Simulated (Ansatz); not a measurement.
A set of 12 reactions (hydrogenolysis), with CCSD(T)/CBS values in kJ/mol:

| reaction | ΔE |
| --- | --- |
| `[Br][Ga]([Br])[Br]` + H₂ → `[Br][GaH][Br]` + HBr | 99.7 |
| `C[O][Al]([F])[O][SiH3]` + H₂ → `C[O][AlH][F]` + `O[SiH3]` | 132.8 |
| `N[Si](N)(O)O` + H₂ → `N[SiH](O)O` + NH₃ | 52.3 |
| `FC(Cl)CBr` + H₂ → `CC(F)Cl` + HBr | -84.5 |
| `O[SiH](O)S[SiH](O)Cl` + H₂ → `O[SiH2]S[SiH](O)O` + HCl | 85.1 |
| `SB1OC[SiH2]1` + H₂ → `B1OC[SiH2]1` + H₂S | 56.0 |
| `BC[SiH2]BO` + H₂ → `C[SiH2]BO` + BH₃ | 9.1 |
| `C=C(F)/C=C/F` + H₂ → `C=CC(=C)F` + H–F | -104.2 |
| `CS[SiH2][AlH][NH2]` + H₂ → `[NH2][AlH2]` + `CS[SiH3]` | -12.9 |
| `C[O][Ga]([SH])[SH]` + H₂ → `C[O][GaH][SH]` + H₂S | 69.6 |
| `[NH2][Ga]([NH2])[NH2]` + H₂ → `[NH2][GaH][NH2]` + NH₃ | 8.2 |
| `C[Si@@H]1[SiH2][Si@@H]1Cl` + H₂ → `C[SiH]1[SiH2][SiH2]1` + HCl | 64.7 |

Gas-phase electronic energies from Ansatz, PBE0-D4/def2-TZVP geometries. CCSD(T)/CBS is the MP2 limit (def2-TZVPP, def2-QZVPP) plus CCSD(T) − MP2 in def2-TZVPP, frozen cores. This one scheme is used for every species. Functionals use def2-TZVPP. B3LYP here is the variant with VWN-RPA as its local correlation; programs differ in this. For Br, Ga outer-core shells are correlated without core-valence functions, which leaves a few kJ/mol of doubt a bond. Scalar relativity is left out up to krypton. Each species was taken in one conformer, which may not be the lowest.

Q: Give the mean, mean absolute and largest difference (level minus CCSD(T)/CBS, kJ/mol) for: r2SCAN-D4, PBE0-D4, B3LYP-D4, ωB97X-V, ωB97M-V, B2PLYP, PBE, PBE0, B3LYP, HF/def2-TZVPP, MP2/def2-TZVPP, HF/def2-QZVPP, MP2/CBS(def2), CCSD/CBS(def2). (An estimate is asked.)

A: Ansatz gave: 
```csv
level,mean,mean absolute,largest
r2SCAN-D4,4.8,6.1,22.0
PBE0-D4,0.4,5.5,13.2
B3LYP-D4,0.4,3.2,16.5
ωB97X-V,-2.2,5.1,17.3
ωB97M-V,-1.4,4.6,14.5
B2PLYP,-3.9,5.6,10.1
PBE,-2.2,9.8,22.0
PBE0,-4.6,7.4,-15.8
B3LYP,-8.5,11.1,15.6
HF/def2-TZVPP,-17.8,18.2,-41.7
MP2/def2-TZVPP,4.1,4.7,9.5
HF/def2-QZVPP,-18.1,18.4,-41.5
MP2/CBS(def2),6.3,7.2,10.6
CCSD/CBS(def2),-4.3,4.3,-7.3
```

The largest T1 diagnostic in the set is 0.016, for `B1OC[SiH2]1` (customary mark 0.02).

CCSD(T)/CBS is a level of theory with its own doubt, and the functionals carry their triple-zeta basis error, so these figures describe this set and don't rank the functionals.
